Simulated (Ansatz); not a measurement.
C$_{2}$H$_{6}$O$_{2}$Te (`CC(O)(O)[TeH]`). Total charge 0; spin multiplicity 1. Te takes the def2 core potential. Geometry: relaxed with PBE0-D4/def2-TZVP. It is one conformer, not always the lowest.

```xyz
11

C    -1.127   -0.523    0.145
C     0.044    0.402   -0.063
O    -0.372    1.695    0.124
O     0.595    0.316   -1.335
Te    1.628   -0.006    1.499
H    -1.882   -0.296   -0.615
H    -0.818   -1.564    0.049
H    -1.553   -0.379    1.136
H     0.325    2.277   -0.200
H     0.974   -0.558   -1.464
H     2.185   -1.365    0.722
```

Task: What is the dipole moment at r2SCAN/def2-TZVPP? (Best estimate.)

Result: Computed: 1.55 D, with components (-0.24, -1.00, -1.16) D in this frame, pointing from negative to positive charge.

Task: And with PBE, B3LYP, ωB97M-V? (Estimate.)

Result: Ansatz gave: PBE 1.46 D, B3LYP 1.41 D, ωB97M-V 1.43 D.

Task: Give the Mulliken charges with r2SCAN, B3LYP, ωB97M-V in def2-TZVPP. (An estimate is asked.)

Result: Computed: 
```
atom  r2SCAN  B3LYP  ωB97M-V
  C1   -0.09  -0.19    -0.22
  C2    0.24   0.20     0.11
  O3   -0.31  -0.30    -0.28
  O4   -0.30  -0.29    -0.27
 Te5   -0.08  -0.02    -0.02
  H6    0.06   0.10     0.12
  H7    0.04   0.07     0.10
  H8    0.07   0.10     0.12
  H9    0.22   0.20     0.20
 H10    0.21   0.19     0.19
 H11   -0.05  -0.06    -0.04
```

B3LYP here is the variant with VWN-RPA as its local correlation; programs differ in this.
